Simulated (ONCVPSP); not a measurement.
# Bi (Z = 83), ONCV: configuration errors across variants

| Property | Result |
| --- | --- |
| Element | bismuth |
| Generator | ONCVPSP 4.0.1 |
| Type | optimised norm-conserving Vanderbilt (ONCV) |
| Functional | LDA (Perdew-Zunger) |
| Relativity | scalar-relativistic |
| Frozen core | [Xe] |
| Valence charge | 29 |
| Reference configuration | 4f14 5d10 6s2 6p3 |
| Partial waves | 6s: rc 1.70 bohr, ncon 5, nbas 8, qcut 3.6 1/bohr, 2 projectors, debl 0.6 Ha; 6p: rc 2.60 bohr, ncon 5, nbas 8, qcut 3.2 1/bohr, 3 projectors, debl 1.9 Ha; 5d: rc 1.10 bohr, ncon 4, nbas 8, qcut 10.3 1/bohr, 2 projectors, debl 2.6 Ha; 4f: rc 0.55 bohr, ncon 4, nbas 9, qcut 30 1/bohr, 2 projectors, debl 3.7 Ha |
| Local potential | polynomial inside 0.40 bohr (lpopt 5, dvloc0 0 Ha) |
| Core correction | Teter function, fcfact 2.5, rcfact 1.15 |

In the f channel the program set the typed energies aside and used -5.621, 0.250 Ha.

All-electron excitation energies from the reference (eV): (1) 4f14 5d10 6s2 6p2 8.154; (2) 4f14 5d10 6s2 6p1 23.719; (3) 4f14 5d10 6s2 6p0 47.434; (4) 4f14 5d10 6s1 6p3 19.049.

A true bound ghost makes a file unfit for plane-wave use even where its test errors are small: the radial tests pick states by their node count and pass the ghost by.

Errors AE − PS in meV (a dash: test not solved or not reliable):

```json
{"change": "base", "(1)": "-3.9", "(2)": "-12", "(3)": "-22", "(4)": "-4.2", "bound ghosts": "s, p, d", "GHOST(+) flags above zero": "s"}
{"change": "p: rc 1.76", "(1)": "-3.3", "(2)": "-8.7", "(3)": "-13", "(4)": "-4.1", "bound ghosts": "s, p, d", "GHOST(+) flags above zero": "s, p"}
{"change": "p: rc 2.12", "(1)": "-4.0", "(2)": "-12", "(3)": "-22", "(4)": "-4.8", "bound ghosts": "s, p, d", "GHOST(+) flags above zero": "s, p"}
{"change": "p: rc 2.34", "(1)": "-4.4", "(2)": "-13", "(3)": "-21", "(4)": "-5.3", "bound ghosts": "s, p, d", "GHOST(+) flags above zero": "s, p"}
{"change": "p: rc 2.56", "(1)": "-3.9", "(2)": "-11", "(3)": "-21", "(4)": "-4.4", "bound ghosts": "s, p, d", "GHOST(+) flags above zero": "s"}
{"change": "p: rc 3.1", "(1)": "-4.8", "(2)": "-19", "(3)": "-51", "(4)": "+1.9", "bound ghosts": "s, p, d", "GHOST(+) flags above zero": "s"}
{"change": "p: rc 3.32", "(1)": "-5.7", "(2)": "-26", "(3)": "-77", "(4)": "+5.9", "bound ghosts": "s, p, d", "GHOST(+) flags above zero": "s"}
{"change": "p: rc 3.54", "(1)": "-7.0", "(2)": "-35", "(3)": "-112", "(4)": "+11", "bound ghosts": "s, p, d", "GHOST(+) flags above zero": "s"}
{"change": "p: rc 3.82", "(1)": "-8.8", "(2)": "-49", "(3)": "-162", "(4)": "+17", "bound ghosts": "s, p, d", "GHOST(+) flags above zero": "s"}
```

(1) Give the same row for: p: rc 2.74.

## Answers

(1) -4.0, -12, -25, -3.2; bound ghosts: s, p, d; GHOST(+) flags above zero: s.
